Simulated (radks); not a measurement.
Q: Ionisation ladder of argon, from Ar2+ to Ar10+. Each ion is in the ground configuration listed by NIST, and IE = E(next ion) - E(this ion). All-electron calculation, scalar-relativistic Kohn-Sham, PBE, spin-polarised, spherical densities, point nucleus; open shells are filled with parallel spins first. Program: a radial shooting solver on a logarithmic mesh with Libxc functionals.

| species | configuration | IE, Delta-SCF (eV) | <r> HOMO (bohr) |
|---|---|---|---|
| Ar2+ | [Ne] 3s2 3p4 | ? | 1.48 |
| Ar3+ | [Ne] 3s2 3p3 | ? | 1.39 |
| Ar4+ | [Ne] 3s2 3p2 | ? | 1.33 |
| Ar5+ | [Ne] 3s2 3p1 | 91.038 | 1.28 |
| Ar6+ | [Ne] 3s2 | ? | 1.19 |
| Ar7+ | [Ne] 3s1 | 144.43 | 1.15 |
| Ar8+ | [Ne] | 423.32 | 0.370 |
| Ar9+ | [He] 2s2 2p5 | 480.47 | 0.359 |
| Ar10+ | [He] 2s2 2p4 | 538.67 | 0.350 |

Estimate the withheld Delta-SCF values.

A: Ar2+: 40.494 eV (NIST 40.74); Ar3+: 59.206 eV (NIST 59.6); Ar4+: 74.880 eV (NIST 74.8); Ar6+: 124.32 eV (NIST 124.4).
